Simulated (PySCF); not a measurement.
# Spinor energies of S(3+) (sulfur, charge +3)

Start: [Ne] 3s2 3p1; 3p1/2 filled at m_j = +1/2. Calculated with PySCF 2.14 in x2c-SVPall-2c: generalised Hartree-Fock with the X2C-1e Hamiltonian and a Gaussian nucleus; one run each with spin-orbit coupling (SO) switched off, then screened by Boettger's factors.

| spinor shell | electrons | ε, spin-free (eV) | ε, screened SO (eV) | weight of nominal j (screened SO) | rms radius, screened SO (bohr) |
| --- | --- | --- | --- | --- | --- |
| 1s1/2 | 2 | -2553.5 | -2553.5 | 1.000 | 0.112 |
| 2s1/2 | 2 | -288.07 | -288.04 | 1.000 | 0.515 |
| 2p1/2 | 2 | -223.55 | -224.82 | 0.987 | 0.487 |
| 2p3/2 | 4 | -223.55 | -222.88 | 0.994 | 0.491 |
| 3s1/2 | 2 | -57.619 | -57.606 | 0.997 | 1.65 |
| 3p1/2 | 1 | -46.943 | -47.023 | 0.948 | 1.83 |

```tsv
quantity	spin-free	screened SO
E (hartree)	-396.01031	-396.01361
M_J	1/2	1/2
⟨J²⟩	1.042	0.919
⟨L²⟩	2.038	2.038
⟨S²⟩	0.763	0.763
```

Each row is a mean over spinors that exchange with the open shell spreads, by up to 1.443 eV (2p1/2).

⟨J²⟩ departs a little from M_J(M_J + 1) because the unrestricted spinors polarise the closed shells.

Without spin-orbit coupling the j labels of p, d and f shells carry no meaning; the spin-free column gives the mean over the occupied spinors of each nl shell, and its ⟨J²⟩ belongs to a mixture of degenerate components.
